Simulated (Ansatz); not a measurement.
**Two structures, one formula**

The two ends of one reaction step of Si2H8Cl2O2, singlet (PBE0-D4/def2-TZVP).

A:

```xyz
14
angstrom
Si -0.6414 1.4656 -0.6564
Si 0.1135 -0.4192 -1.8068
Cl -1.8408 2.5583 -1.9416
Cl -1.8912 0.9321 0.9224
H 0.3342 2.4439 -0.1408
H 1.0310 -0.4963 1.3685
O 1.4117 0.1297 0.7228
H -0.2459 -2.3970 2.0740
O -0.1044 -1.4867 2.3451
H -0.7728 -0.6313 -2.9837
H 0.0366 -1.6204 -0.9384
H 1.5011 -0.1970 -2.2813
H 1.9738 0.7276 1.2194
H -0.9055 -1.0090 2.0966
```

B:

```xyz
14
angstrom
Si -0.1723 2.3445 0.4260
Si -0.1112 -1.6756 -1.6554
Cl -0.5126 2.2836 -1.5880
Cl -1.8464 1.5626 1.3417
H -0.0273 3.7516 0.8207
H 0.9268 -1.5900 2.1438
O 1.1310 1.5139 0.8639
H -1.2476 -1.0611 -0.9246
O 0.4759 -1.0638 1.4790
H -0.4682 -1.7813 -3.0944
H 0.1424 -3.0392 -1.1228
H 1.1062 -0.8426 -1.5122
H 1.0353 0.5567 1.0404
H -0.4319 -0.9589 1.7817
```

Program: Ansatz 0.2.0. Basis: def2-TZVPP. Cores are frozen in the correlated methods. B3LYP uses VWN-RPA correlation.

(1) Which structure is lower at CCSD(T), and by how much? (To be estimated.)

The T1 diagnostic stays at or below 0.011.

Answers

(1) The calculation gives: B, by 104.2 kJ/mol (electronic energy, against the other). By their contacts, A is a complex of Si₂H₄Cl₂ ([SiH3][SiH]([Cl])[Cl]) + H₂O + H₂O and B is a complex of SiH₂Cl₂O ([OH][SiH]([Cl])[Cl]) + SiH₄ + H₂O.

All methods give the same order:

```
      method  E(B) − E(A) (kJ/mol)
       SPW92                 -76.8
      PBE-D4                 -79.7
     BLYP-D4                 -96.2
   r2SCAN-D4                 -99.6
      B97M-V                -102.3
     PBE0-D4                 -86.9
    B3LYP-D4                -101.2
  r2SCAN0-D4                -101.4
    BHLYP-D4                -108.9
CAM-B3LYP-D4                -108.3
     wB97X-V                -100.9
     wB97M-V                -103.5
      B2PLYP                -107.5
    PBE-QIDH                 -98.5
  RPA on PBE                -106.6
          HF                -131.6
         MP2                -108.4
        CCSD                -107.7
     CCSD(T)                -104.2
```

Labels in which every atom is bracketed show which atoms are joined, not bond orders.

For scale, one of the runs: CCSD(T)/def2-TZVPP, 342 basis functions, launched by `ansatz run in.yaml --threads 5 --pin off --events-out ev --progress --plain --max-ram 66560MiB --backend cuda --devices 0, --max-vram 37GiB`. Time: 20 s of wall clock on 5 CPU threads of an AMD EPYC 7R13 and a share of one NVIDIA H100; the host was shared. Peak host memory: 0.83 GiB.
